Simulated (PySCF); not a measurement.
Cl$_{2}$Si, triplet, geometry from GFN2-xTB (the spin is typed, not shown lowest); DF-B97M-V/cc-pVDZ in PySCF.

Input for PySCF:
```python
from pyscf import gto, scf, dft

mol = gto.M(
    atom='''
Si    0.00116356    0.00485476    0.75153490
Cl    1.13018859    1.35003223   -0.31993995
Cl   -1.13114682   -1.35403027   -0.29897114
''',
    basis='cc-pvdz',
    spin=2,
    verbose=4,
)

mf = dft.UKS(mol)
mf.xc = 'b97m_v'
mf = mf.density_fit(auxbasis='def2-universal-jkfit')
mf.kernel()
```

It wrote (shortened):

```
PySCF version 2.14.0

[INPUT] verbose = 4
[INPUT] num. atoms = 3
[INPUT] num. electrons = 48
[INPUT] charge = 0
[INPUT] spin (= nelec alpha-beta = 2S) = 2
[INPUT] symmetry False subgroup None
[INPUT] Mole.unit = angstrom
[INPUT] Symbol           X                Y                Z      unit          X                Y                Z       unit  Magmom
[INPUT]  1 Si     0.001163560000   0.004854760000   0.751534900000 AA    0.002198809729   0.009174166800   1.420195134052 Bohr   0.0
[INPUT]  2 Cl     1.130188590000   1.350032230000  -0.319939950000 AA    2.135746904208   2.551191174036  -0.604598881807 Bohr   0.0
[INPUT]  3 Cl    -1.131146820000  -1.354030270000  -0.298971140000 AA   -2.137557696473  -2.558746374671  -0.564973573749 Bohr   0.0

nuclear repulsion = 165.823944268407
number of shells = 15
number of NR pGTOs = 123
number of NR cGTOs = 54
basis = cc-pvdz
ecp = {}

******** <class 'pyscf.df.df_jk.DFUKS'> ********
method = DFUKS
initial guess = minao
damping factor = 0
level_shift factor = 0
DIIS = <class 'pyscf.scf.diis.CDIIS'>
diis_start_cycle = 1
diis_space = 8
diis_damp = 0
SCF conv_tol = 1e-09
SCF conv_tol_grad = None
SCF max_cycles = 50
direct_scf = False
number electrons alpha = 25  beta = 23
XC library pyscf.dft.libxc version 7.1.2
    S. Lehtola, C. Steigemann, M. J. T. Oliveira, and M. A. L. Marques,  SoftwareX 7, 1–5 (2018)
XC functionals = b97m_v
    N. Mardirossian and M. Head-Gordon,  J. Chem. Phys. 142, 074111 (2015)
radial grids:
    Treutler-Ahlrichs [JCP 102, 346 (1995); DOI:10.1063/1.469408] (M4) radial grids

becke partition: Becke, JCP 88, 2547 (1988); DOI:10.1063/1.454033
pruning grids: <function nwchem_prune>
grids dens level: 3
symmetrized grids: False
atomic radii adjust function: <function treutler_atomic_radii_adjust>
** Following is NLC and NLC Grids **
NLC functional = b97m_v
radial grids:
    Treutler-Ahlrichs [JCP 102, 346 (1995); DOI:10.1063/1.469408] (M4) radial grids

becke partition: Becke, JCP 88, 2547 (1988); DOI:10.1063/1.454033
pruning grids: <function nwchem_prune>
grids dens level: 3
symmetrized grids: False
atomic radii adjust function: <function treutler_atomic_radii_adjust>
small_rho_cutoff = 0
Set gradient conv threshold to 3.16228e-05
tot grids = 56944
tot grids = 56944
init E= -1209.83930604989

cycle= 1 E= -1209.53841867794  delta_E= 0.301  |g|= 0.216  |ddm|= 1.33

cycle= 2 E= -1209.46930184157  delta_E= 0.0691  |g|= 0.376  |ddm|= 0.683

cycle= 3 E= -1209.57099628976  delta_E= -0.102  |g|= 0.0286  |ddm|= 0.422

cycle= 4 E= -1209.57151854515  delta_E= -0.000522  |g|= 0.00977  |ddm|= 0.0386

cycle= 5 E= -1209.57157644065  delta_E= -5.79e-05  |g|= 0.00108  |ddm|= 0.0112

cycle= 6 E= -1209.57157739259  delta_E= -9.52e-07  |g|= 0.000462  |ddm|= 0.00194

cycle= 7 E= -1209.5715775545  delta_E= -1.62e-07  |g|= 0.000122  |ddm|= 0.000532

cycle= 8 E= -1209.57157756876  delta_E= -1.43e-08  |g|= 1.86e-05  |ddm|= 0.000211

cycle= 9 E= -1209.57157756924  delta_E= -4.77e-10  |g|= 2.67e-06  |ddm|= 4.3e-05

Extra cycle  E= -1209.57157756925  delta_E= -9.78e-12  |g|= 1.27e-06  |ddm|= 6.28e-06
converged SCF energy = -1209.57157756925  <S^2> = 2.0031669  2S+1 = 3.0021105
```
